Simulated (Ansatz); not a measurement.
Reaction (cleavage of the Si–Ge bond): `F[C]1=[CH][GeH]1[SiH3]` + `OCS` → `[SiH3]OCS` + `F[C]1=[CH][GeH2]1`

Gas-phase electronic energies from Ansatz, PBE0-D4/def2-TZVP geometries. CCSD(T)/CBS adds triple-zeta CCSD(T) − MP2 to the extrapolated MP2 energy (def2 sets, frozen cores). Functionals use def2-TZVPP. B3LYP here is the variant with VWN-RPA as its local correlation; programs differ in this. For Ge outer-core shells are correlated without core-valence functions, which leaves a few kJ/mol of doubt a bond. Scalar relativity is left out up to krypton. One conformer a species, not always the lowest.

| level | ΔE (kcal/mol) | difference from CCSD(T)/CBS |
| --- | --- | --- |
| PBE-D4 | -10.9 | 4.1 |
| r2SCAN-D4 | -14.4 | 0.6 |
| PBE0-D4 | -12.2 | 2.8 |
| B3LYP-D4 | -15.5 | -0.5 |
| ωB97X-V | -15.7 | -0.7 |
| ωB97M-V | -15.9 | -0.9 |
| B2PLYP | -16.2 | -1.2 |
| PBE | -10.8 | 4.2 |
| r2SCAN | -14.3 | 0.7 |
| PBE0 | -12.2 | 2.8 |
| B3LYP | -15.4 | -0.4 |
| HF/def2-TZVPP | -20.6 | -5.6 |
| MP2/def2-TZVPP | -16.3 | -1.3 |
| SCS-MP2/def2-TZVPP | -17.4 | -2.4 |
| CCSD/def2-TZVPP | -16.1 | -1.1 |
| CCSD(T)/def2-TZVPP | -15.4 | -0.4 |
| HF/def2-QZVPP | -21.2 | -6.2 |
| MP2/def2-QZVPP | -16.3 | -1.3 |
| SCS-MP2/def2-QZVPP | -17.4 | -2.4 |
| HF/CBS(def2) | -21.3 | -6.3 |
| MP2/CBS(def2) | -15.9 | -0.9 |
| CCSD/CBS(def2) | -15.7 | -0.7 |
| CCSD(T)/CBS | -15.0 | 0 |

Largest T1 diagnostic among the species: 0.014.

In def2-TZVPP, CCSD(T) changes the Hartree–Fock value by +5.2 kcal/mol (the triples alone add +0.7 kcal/mol) and MP2 by +4.3 kcal/mol. From PBE to PBE0 (25 % exact exchange), in def2-TZVPP and without D4, ΔE moves by −1.4 kcal/mol.
